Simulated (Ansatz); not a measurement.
Cost and result for the atomization energy of C2H8ClNOSi (`CC[Si](N)(O)Cl`) (14 atoms, 13 bonds).

```xyz
14

C     0.1572   -0.7488    1.8368
C     0.7374   -0.5502    0.4398
Si   -0.3115    0.4825   -0.6901
N     0.4186    0.6001   -2.2147
O    -1.8177   -0.1104   -0.9441
Cl   -0.5992    2.3213    0.2601
H     0.0299    0.2052    2.3528
H    -0.8208   -1.2346    1.7931
H     0.8072   -1.3757    2.4515
H     0.8775   -1.5153   -0.0601
H     1.7302   -0.0897    0.5008
H     1.4073    0.7634   -2.3059
H    -0.0955    0.9724   -2.9966
H    -2.5207    0.2798   -0.4232
```

Charge 0, multiplicity 1. The geometry is a stationary point of PBE0-D4/def2-TZVP. It is one conformer, not always the lowest. Program: Ansatz. Hardware: A = 2 threads of a server CPU on a shared host; B = 2 threads of an AMD EPYC 7R13 on a shared host and a share of an NVIDIA H100 80 GB. Times are those of one run each, without the atoms' runs, and a repeat can differ threefold. Electronic energies, without spin–orbit coupling; frozen cores. CCSD(T)/CBS adds CCSD(T) − MP2 in def2-TZVPP to the MP2 limit, and its time is that of the two runs behind it. T1 = 0.010. HSE06 is the plane-wave form, built on full-range PBE exchange.

CCSD(T)/CBS is a level of theory with its own doubt, some kJ/mol a heavy atom from the limit and from the frozen cores, so smaller differences don't rank the functionals.

```json
{"level": "CCSD(T)/def2-TZVPP [B]", "functions": "320", "wall time": "6 s"}
{"level": "revPBE-D4/def2-TZVPP [A]", "functions": "320", "wall time": "6.5 s"}
{"level": "MP2/def2-QZVPP [B]", "functions": "608", "wall time": "7 s"}
{"level": "PBE-D4/def2-TZVPP (with forces) [A]", "functions": "320", "wall time": "7.5 s"}
{"level": "BHLYP-D4/def2-TZVPP [A]", "functions": "320", "wall time": "11 s"}
{"level": "HSE06-D4/def2-TZVPP [A]", "functions": "320", "wall time": "12 s"}
{"level": "r2SCAN-D4/def2-TZVPP (with forces) [A]", "functions": "320", "wall time": "13 s"}
{"level": "CCSD(T)/CBS(def2)", "functions": "–", "wall time": "13 s"}
{"level": "PBE-QIDH/def2-TZVPP [A]", "functions": "320", "wall time": "20 s"}
{"level": "B97M-V/def2-TZVPP [A]", "functions": "320", "wall time": "20 s"}
{"level": "ωB97X-V/def2-TZVPP [A]", "functions": "320", "wall time": "22 s"}
{"level": "CCSD(T)/def2-SVP [A]", "functions": "132", "wall time": "28 s"}
{"level": "ωB97M-V/def2-TZVPP (with forces) [A]", "functions": "320", "wall time": "31 s"}
```

Task: What atomization energy does each give, and how far from CCSD(T)/CBS? (An estimate is asked.)

Result: The calculation gave: 
| level | atomization (kJ/mol) | difference from CCSD(T)/CBS | per bond |
| --- | --- | --- | --- |
| CCSD(T)/def2-TZVPP [B] | 5220.6 | -152.2 | -11.7 |
| revPBE-D4/def2-TZVPP [A] | 5313.9 | -58.9 | -4.5 |
| MP2/def2-QZVPP [B] | 5400.7 | 27.9 | 2.2 |
| PBE-D4/def2-TZVPP (with forces) [A] | 5438.9 | 66.1 | 5.1 |
| BHLYP-D4/def2-TZVPP [A] | 5216.7 | -156.1 | -12.0 |
| HSE06-D4/def2-TZVPP [A] | 5362.7 | -10.1 | -0.8 |
| r2SCAN-D4/def2-TZVPP (with forces) [A] | 5365.4 | -7.4 | -0.6 |
| CCSD(T)/CBS(def2) | 5372.8 | 0.0 | 0.0 |
| PBE-QIDH/def2-TZVPP [A] | 5325.7 | -47.1 | -3.6 |
| B97M-V/def2-TZVPP [A] | 5373.2 | 0.4 | 0.0 |
| ωB97X-V/def2-TZVPP [A] | 5378.3 | 5.5 | 0.4 |
| CCSD(T)/def2-SVP [A] | 5004.8 | -368.0 | -28.3 |
| ωB97M-V/def2-TZVPP (with forces) [A] | 5387.7 | 14.9 | 1.1 |

From r2SCAN to r2SCAN0 (25 % exact exchange), in def2-TZVPP and without D4, the atomization energy moves by −71.9 kJ/mol: exact exchange takes away binding that semilocal exchange gives to molecules. In def2-TZVPP, CCSD(T) changes the Hartree–Fock value by +1307.2 kJ/mol (the triples alone add +73.6 kJ/mol) and MP2 by +1397.0 kJ/mol; breaking electron pairs costs correlation energy, which Hartree–Fock lacks. At CCSD(T), def2-SVP lies −368.0 kJ/mol from the extrapolated value and def2-TZVPP −152.2 kJ/mol: correlation converges slowly with the basis, and small sets miss more of it in the bonded molecule than in its fragments.
